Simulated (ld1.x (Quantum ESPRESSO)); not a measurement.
**Logarithmic derivatives: Li (Z = 3), ultrasoft**

- Element: lithium
- Generator: ld1.x (Quantum ESPRESSO) 7.5
- Type: ultrasoft
- Functional: PBE
- Relativity: non-relativistic
- Frozen core: none
- Valence charge: 3
- Reference configuration: 1s2 2s0.5 2p0 (charge +0.5)
- Partial waves: 1s (bound): rcut 1.20, rcutus 1.40 bohr; 2s (bound): rcut 1.20, rcutus 1.40 bohr; 2p (bound, empty): rcut 3.85, rcutus 4.85 bohr; 2p channel at 1.9 Ry: rcut 3.85, rcutus 4.85 bohr
- Local potential: all-electron potential smoothed inside 3.30 bohr (lloc = -1)
- Core correction: none
- Augmentation charge: PSQ, inside the norm-conserving radii

The phase is arctan(r·u′/u) with u = r·R(r), unwrapped; energies in Ry, scanned from -6 to 5 Ry. A pole is an energy at which the radial function vanishes at the test radius. The pseudo phase is shifted by a multiple of π to meet the all-electron one at the reference energy, and phase errors are pseudo minus all-electron; the curves can meet again beyond the range given. Levels narrower than the energy grid can be missing from the lists of poles.

For each channel, where are the poles, and over which energies does the pseudopotential scatter like the atom?

```
channel  radius (bohr)  reference energy (Ry)  poles, all-electron      poles, pseudo  unbroken range about the reference energy with phases within 0.05 rad  phase error 1 Ry above the reference energy (rad)
      s           5.25                  -0.39    -0.27, 1.13, 3.36  -0.27, 1.13, 3.38                                                              below 4.5                                             -0.002
      p           5.25                  -0.25    -0.09, 1.09, 3.04  -0.07, 1.24, 3.38                                                              below 0.0                                             +0.319
```

Phases in the s channel:

```
E (Ry)  all-electron   pseudo
 -6.00         1.491    1.491
 -5.74         1.489    1.489
 -5.48         1.487    1.487
 -5.22         1.485    1.485
 -4.96         1.482    1.482
 -4.70         1.480    1.480
 -4.44         1.477    1.477
 -4.18         1.474    1.474
 -3.92         1.470    1.470
 -3.66         1.466    1.466
 -3.40         1.462    1.462
 -3.14         1.457    1.457
 -2.88         1.451    1.451
 -2.62         1.444    1.444
 -2.36         1.437    1.437
 -2.10         1.427    1.427
 -1.84         1.415    1.415
 -1.58         1.398    1.398
 -1.32         1.375    1.375
 -1.06         1.339    1.339
 -0.80         1.264    1.264
 -0.54         0.903    0.903
 -0.28        -1.549   -1.549
 -0.02        -1.823   -1.823
  0.24        -2.313   -2.316
  0.50        -4.172   -4.176
  0.76        -4.563   -4.564
  1.02        -4.680   -4.681
  1.28        -4.752   -4.753
  1.54        -4.825   -4.826
  1.80        -4.952   -4.954
  2.06        -5.544   -5.559
  2.32        -7.427   -7.428
  2.58        -7.692   -7.691
  2.84        -7.775   -7.774
  3.10        -7.821   -7.819
  3.36        -7.854   -7.852
  3.62        -7.884   -7.881
  3.88        -7.917   -7.912
  4.14        -7.964   -7.954
  4.40        -8.055   -8.028
  4.66        -8.418   -8.253
  4.92       -10.439  -10.015
```
